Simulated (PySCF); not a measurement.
**Heteronuclear NMR**

Numbering as in the mapped SMILES `[F:1][C@H:2]1[CH2:3][C@@H:4]([SiH:5]([SiH3:6])[SiH3:7])[CH2:8]1`. Each H is labelled by its parent atom. Ha(C3), Ha(C8) are cis to F1 on the ring; Hb(C3), Hb(C8) are trans to F1 on the ring.

[PySCF: NMR shieldings at PBE0/pcSseg-1/GIAO; GFN2-xTB geometry; gas phase; non-relativistic Hamiltonian; single conformer; fast rotation and ring inversion assumed for equivalent nuclei]

**Question.** Predict the ¹⁹F NMR data.

**Answer.** 
```json
{"atoms": "F1", "environment": "fluorine on an sp3 carbon", "σ (ppm)": "346.2", "δ (ppm)": "-151.8"}
```

Shieldings were converted by a linear fit to measured shifts: ¹⁹F: δ = 146.13 − 0.903σ +14.6 on sp3 carbon (rms 6.0 ppm, 223 shifts, 7.0 ppm with the 5 outliers that the fit left out vs CFCl3, solution or neat liquid). A few per cent of atoms miss by over 2 rms, more outside the fitted compound classes.

On a 400 MHz spectrometer ¹⁹F resonates near 376.4 MHz, so 1 ppm is 376.4 Hz.

**Question.** What are the ²⁹Si shifts?

**Answer.** 
```tsv
atoms	environment	σ (ppm)	δ (ppm)
Si5	silicon bonded to C, 2 Si, H	414.2	-60.5
Si6/Si7	silicon bonded to Si, 3 H	467.4	-104.2
```

Shieldings were converted by a linear fit to measured shifts: ²⁹Si: δ = 279.94 − 0.822σ (rms 8.9 ppm, 72 shifts, 25.8 ppm with the 6 outliers that the fit left out vs TMS, solution or neat liquid). Occasional misses reach two or three times the rms, and more in compound classes unlike the fitted ones.

On a 600 MHz spectrometer ²⁹Si resonates near 119.2 MHz, so 1 ppm is 119.2 Hz.
